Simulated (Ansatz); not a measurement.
Start from `CN(C)C=O` and change one atom or group to get `C[N](C)[GaH][Br]`.

Ansatz, PBE0-D4/def2-TZVP geometries, multiplicity 1. Each molecule was computed in one conformer, which needn't be the lowest.

Scalar relativity is left out up to krypton. Spin–orbit coupling is left out; it splits and shifts lone-pair levels of the heavy atoms by tenths of an eV.

```tsv
property	`CN(C)C=O`
HOMO energy (ωB97M-V/def2-TZVPP) / eV	-9.37
HOMO–LUMO gap (PBE0/def2-TZVPP) / eV	7.78
size of the dipole moment (PBE/def2-TZVPP) / D	3.88
HOMO energy (PBE/def2-TZVPP) / eV	-5.80
size of the dipole moment (B3LYP/def2-TZVPP) / D	4.00
LUMO energy (ωB97M-V/def2-TZVPP) / eV	2.47
```

Problem. Give the same properties after the change, and the shifts. (An estimate is asked.)

Solution. Ansatz gave: 
```json
{"property": "HOMO energy (ωB97M-V/def2-TZVPP) / eV", "`C[N](C)[GaH][Br]`": "-8.89", "shift": "0.48"}
{"property": "HOMO–LUMO gap (PBE0/def2-TZVPP) / eV", "`C[N](C)[GaH][Br]`": "5.76", "shift": "-2.02"}
{"property": "size of the dipole moment (PBE/def2-TZVPP) / D", "`C[N](C)[GaH][Br]`": "2.47", "shift": "-1.41"}
{"property": "HOMO energy (PBE/def2-TZVPP) / eV", "`C[N](C)[GaH][Br]`": "-5.43", "shift": "0.37"}
{"property": "size of the dipole moment (B3LYP/def2-TZVPP) / D", "`C[N](C)[GaH][Br]`": "2.45", "shift": "-1.55"}
{"property": "LUMO energy (ωB97M-V/def2-TZVPP) / eV", "`C[N](C)[GaH][Br]`": "0.80", "shift": "-1.67"}
```

With PBE0 the HOMO rises by 0.50 eV and the LUMO falls by 1.52 eV, so the gap narrows by about 2.02 eV. PBE moves the HOMO by 0.37 eV and ωB97M-V by 0.48 eV. Dipoles are sizes alone; their direction can turn.

B3LYP here is the variant with VWN-RPA as its local correlation; programs differ in this.
